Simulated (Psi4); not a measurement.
AlI3, singlet, at a GFN2-xTB geometry (such geometries of metal compounds can be far from the true shape) (core potentials on I), with bond 3-1 at 1.25 times its length.

The Psi4 input:
```
memory 2 GB

molecule {
0 1
  Al   -0.00000000   -0.00000000   -0.00000000
  I    -2.05711704   -1.44131268   -0.05276184
  I     0.00824266    2.77883454   -1.46299320
  I     2.05052292   -0.78175495    1.22315640
}

set basis def2-sv(p)
set stability_analysis check
set scf_type pk

energy('scf')
print_variables()
```

### Question
What does this run give for the total energy, dipole moment, number of basis functions, nuclear repulsion energy?

### Answer

| Item | Value |
|---|---|
| total energy | -1131.9451 Eh |
| dipole moment | 3.09 D |
| number of basis functions | 96 |
| nuclear repulsion energy | 402.5208 Eh |

### Question
Roughly what does it cost on one core?

### Answer
about 13 core-seconds (a rough figure).
